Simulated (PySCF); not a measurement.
Species: C₅H₁₀ClFO.
Geometry (GFN2-xTB, Å), atoms numbered from 1 in this order:
```
atom  x, y, z in Å
C1    -2.5650   -0.4080    0.9768
C2    -1.7344   -0.2372   -0.2841
O3    -0.4246    0.1307    0.0927
C4     0.4371    0.3106   -0.9980
C5     1.8156    0.7368   -0.4938
F6     1.7607    2.0411   -0.0493
C7     2.3085   -0.1241    0.6625
Cl8    2.6864   -1.7519    0.0759
H9    -2.1373   -1.1890    1.5993
H10   -2.5711    0.5204    1.5409
H11   -3.5847   -0.6761    0.7156
H12   -1.7049   -1.1770   -0.8583
H13   -2.1693    0.5419   -0.9297
H14    0.0511    1.0883   -1.6750
H15    0.5446   -0.6252   -1.5688
H16    2.5319    0.7302   -1.3259
H17    3.2181    0.3000    1.0883
H18    1.5286   -0.2052    1.4193
```

The closed-shell SCF was solved with PySCF and density fitting under several settings on one GFN2-xTB geometry (grid level 2 and gas phase unless stated).

```
                                                  settings  basis functions  SCF cycles     E (Eh)  HOMO (eV)  LUMO (eV)  dipole (D)
                                             PBE0/pcSseg-1              193          12  -831.1833      -7.70       0.88        1.64
                                            PBE0/def2-SVPD              253          14  -830.8578      -7.79       0.44        1.61
CAM-B3LYP/ANO-RCC-VDZP, fitting basis def2-universal-jkfit              166          10  -831.4190      -9.12       1.02        1.68
```

Q: Estimate the rows for these settings: (1) BHandHLYP/def2-SVPD, IEF-PCM dichloromethane, energy threshold 1e-08 Eh; (2) PW91/MINI, grid level 1, level shift 0.1 Eh; (3) PW91/6-31G, start guess vsap.

A: 
| settings | basis functions | SCF cycles | E (Eh) | HOMO (eV) | LUMO (eV) | dipole (D) |
| --- | --- | --- | --- | --- | --- | --- |
| BHandHLYP/def2-SVPD, IEF-PCM dichloromethane, energy threshold 1e-08 Eh | 253 | 9 | -831.2226 | -9.22 | 1.22 | 2.08 |
| PW91/MINI, grid level 1, level shift 0.1 Eh | 54 | 10 | -826.5492 | -6.61 | -0.96 | 1.40 |
| PW91/6-31G, start guess vsap | 96 | 14 | -831.5124 | -5.83 | -0.04 | 1.72 |

Q: Over all rows, what range does the HOMO–LUMO gap span?

A: From 5.65 eV (PW91/MINI, grid level 1, level shift 0.1 Eh) to 10.44 eV (BHandHLYP/def2-SVPD, IEF-PCM dichloromethane, energy threshold 1e-08 Eh). The functional of the narrowest has no exact exchange, that of the widest 50 % exact exchange.

Q: And the dipole moment?

A: From 1.40 D (PW91/MINI, grid level 1, level shift 0.1 Eh) to 2.08 D (BHandHLYP/def2-SVPD, IEF-PCM dichloromethane, energy threshold 1e-08 Eh); the largest is 1.49 times the smallest, and the median is 1.66 D.

Q: Compare two rows with the functional PBE0: PBE0/pcSseg-1 and PBE0/def2-SVPD. Which energy is lower, and by how much?

A: PBE0/pcSseg-1 (193 functions) lies 0.3255 Eh or 204 kcal/mol below PBE0/def2-SVPD (253 functions). The smaller set gives the lower energy; the two sets aren't nested, so the variational bound doesn't order them by size.

Cycle counts include a coarse-grid stage where the run had one. ANO-RCC sets were contracted for a scalar-relativistic Hamiltonian, but ran non-relativistically here. The species at its GFN2-xTB geometry (one conformer only).
